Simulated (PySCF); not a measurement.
SMILES C(=Cc1ccco1)c1ccsc1 (C10H8OS), singlet, GFN2-xTB optimised geometry.

```
20

C      0.91     0.11     0.00
C     -0.42    -0.02     0.00
C     -1.34     1.08     0.00
C     -2.72     1.08     0.00
C     -3.12     2.43     0.00
C     -1.96     3.16     0.00
O     -0.89     2.35     0.00
C      1.87    -0.97     0.00
C      1.56    -2.36     0.00
C      2.66    -3.14     0.00
S      4.12    -2.22     0.00
C      3.22    -0.76     0.00
H      1.34     1.11     0.00
H     -0.89    -1.00     0.00
H     -3.35     0.21     0.00
H     -4.12     2.81     0.00
H     -1.79     4.21     0.00
H      0.56    -2.75     0.00
H      2.72    -4.21     0.00
H      3.74     0.18     0.00
```

Density from B3LYP/def2-SVP (PySCF) at that geometry.

Minimum of the electron density along straight lines between bonded atoms, close to the bond critical point (lines longer than 1.1 times the sum of covalent radii, or with two minima, are not listed):

```json
[
 {"bond": "C1–C2", "length / Å": "1.344", "ρ at the minimum / e bohr⁻³": "0.334", "∇²ρ there / e bohr⁻⁵": "-0.88", "position (fraction from the first atom)": "0.50"},
 {"bond": "C2–C3", "length / Å": "1.433", "ρ at the minimum / e bohr⁻³": "0.289", "∇²ρ there / e bohr⁻⁵": "-0.74", "position (fraction from the first atom)": "0.49"},
 {"bond": "C3–C4", "length / Å": "1.377", "ρ at the minimum / e bohr⁻³": "0.321", "∇²ρ there / e bohr⁻⁵": "-0.82", "position (fraction from the first atom)": "0.52"},
 {"bond": "C4–C5", "length / Å": "1.410", "ρ at the minimum / e bohr⁻³": "0.296", "∇²ρ there / e bohr⁻⁵": "-0.71", "position (fraction from the first atom)": "0.50"},
 {"bond": "C5–C6", "length / Å": "1.362", "ρ at the minimum / e bohr⁻³": "0.328", "∇²ρ there / e bohr⁻⁵": "-0.84", "position (fraction from the first atom)": "0.48"},
 {"bond": "C3–O7", "length / Å": "1.355", "ρ at the minimum / e bohr⁻³": "0.283", "∇²ρ there / e bohr⁻⁵": "-0.05", "position (fraction from the first atom)": "0.33"},
 {"bond": "C6–O7", "length / Å": "1.341", "ρ at the minimum / e bohr⁻³": "0.291", "∇²ρ there / e bohr⁻⁵": "0.07", "position (fraction from the first atom)": "0.33"},
 {"bond": "C1–C8", "length / Å": "1.440", "ρ at the minimum / e bohr⁻³": "0.283", "∇²ρ there / e bohr⁻⁵": "-0.71", "position (fraction from the first atom)": "0.50"},
 {"bond": "C8–C9", "length / Å": "1.428", "ρ at the minimum / e bohr⁻³": "0.290", "∇²ρ there / e bohr⁻⁵": "-0.71", "position (fraction from the first atom)": "0.50"},
 {"bond": "C9–C10", "length / Å": "1.352", "ρ at the minimum / e bohr⁻³": "0.329", "∇²ρ there / e bohr⁻⁵": "-0.85", "position (fraction from the first atom)": "0.49"},
 {"bond": "C10–S11", "length / Å": "1.723", "ρ at the minimum / e bohr⁻³": "0.216", "∇²ρ there / e bohr⁻⁵": "-0.47", "position (fraction from the first atom)": "0.47"},
 {"bond": "C8–C12", "length / Å": "1.371", "ρ at the minimum / e bohr⁻³": "0.319", "∇²ρ there / e bohr⁻⁵": "-0.80", "position (fraction from the first atom)": "0.49"},
 {"bond": "S11–C12", "length / Å": "1.713", "ρ at the minimum / e bohr⁻³": "0.220", "∇²ρ there / e bohr⁻⁵": "-0.49", "position (fraction from the first atom)": "0.53"},
 {"bond": "C1–H13", "length / Å": "1.082", "ρ at the minimum / e bohr⁻³": "0.284", "∇²ρ there / e bohr⁻⁵": "-1.08", "position (fraction from the first atom)": "0.63"},
 {"bond": "C2–H14", "length / Å": "1.080", "ρ at the minimum / e bohr⁻³": "0.284", "∇²ρ there / e bohr⁻⁵": "-1.08", "position (fraction from the first atom)": "0.63"},
 {"bond": "C4–H15", "length / Å": "1.071", "ρ at the minimum / e bohr⁻³": "0.286", "∇²ρ there / e bohr⁻⁵": "-1.11", "position (fraction from the first atom)": "0.63"},
 {"bond": "C5–H16", "length / Å": "1.071", "ρ at the minimum / e bohr⁻³": "0.286", "∇²ρ there / e bohr⁻⁵": "-1.11", "position (fraction from the first atom)": "0.63"},
 {"bond": "C6–H17", "length / Å": "1.072", "ρ at the minimum / e bohr⁻³": "0.291", "∇²ρ there / e bohr⁻⁵": "-1.17", "position (fraction from the first atom)": "0.65"},
 {"bond": "C9–H18", "length / Å": "1.074", "ρ at the minimum / e bohr⁻³": "0.285", "∇²ρ there / e bohr⁻⁵": "-1.09", "position (fraction from the first atom)": "0.63"},
 {"bond": "C10–H19", "length / Å": "1.072", "ρ at the minimum / e bohr⁻³": "0.287", "∇²ρ there / e bohr⁻⁵": "-1.12", "position (fraction from the first atom)": "0.64"},
 {"bond": "C12–H20", "length / Å": "1.072", "ρ at the minimum / e bohr⁻³": "0.286", "∇²ρ there / e bohr⁻⁵": "-1.11", "position (fraction from the first atom)": "0.64"}
]
```
